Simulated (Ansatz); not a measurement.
Molecule: ZnH2, net charge 0, singlet state. 
Coordinates optimised at B3LYP-D3(BJ)/def2-TZVP (Ansatz, a first-principles code):
```xyz
3

Zn     0.0000     0.0000     0.0000
H      0.0000     0.0000    -1.5440
H      0.0000     0.0000     1.5440
```
Charge 0, spin multiplicity 1.

Basis-set convergence of Hartree-Fock and CCSD correlation energies (hartree) with Ansatz. Cores are frozen in the correlated levels unless marked. Spin-orbit coupling is left out. The frozen core is the preceding noble-gas configuration, with the filled d and f shells of earlier blocks. Non-relativistic.

```
basis       functions        E(HF)  E(corr, CCSD)
----------  ---------  -----------  -------------
def2-SVP           41  -1778.68215       -0.30912
def2-TZVPP         92  -1778.93016       -0.49146
def2-QZVPP        160  -1778.97152       -0.52369
```

Extrapolating the two largest sets (X = 3 and 4) as X^-3: E(corr) = (64·(-0.52369) - 27·(-0.49146))/37 = -0.5472 Eh, an estimate of the basis-set limit. The largest set recovers 95.7 % of it, the smallest 56.5 %.
